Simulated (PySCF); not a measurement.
Radial density of P²⁺ (phosphorus, charge +2)

UHF, [Ne] 3s2 3p1, 2P determinant. All numbers are calculated (PySCF 2.14, the spin-free X2C one-electron Hamiltonian (Gaussian nucleus), in cc-pVDZ-DK (4s3p1d, 18 functions)).

```tsv
r (bohr)	4πr²ρ (e/bohr)	4πr²(ρα − ρβ)
0.00147	0.06800	0.0000
0.00247	0.1823	0.0000
0.00416	0.4687	0.0000
0.00700	1.178	0.0001
0.0118	2.817	0.0001
0.0198	6.156	0.0003
0.0333	11.48	0.0011
0.0560	16.48	0.0045
0.0942	15.79	0.0189
0.159	11.00	0.0622
0.267	13.64	0.1149
0.448	14.99	0.0599
0.754	5.371	0.0287
1.27	2.010	0.4492
2.13	1.366	0.4915
3.59	0.1215	0.0601
6.04	0.001390	0.0011
```

Densities and radii are taken from the X2C orbitals without a picture-change correction, which distorts them close to the nucleus.
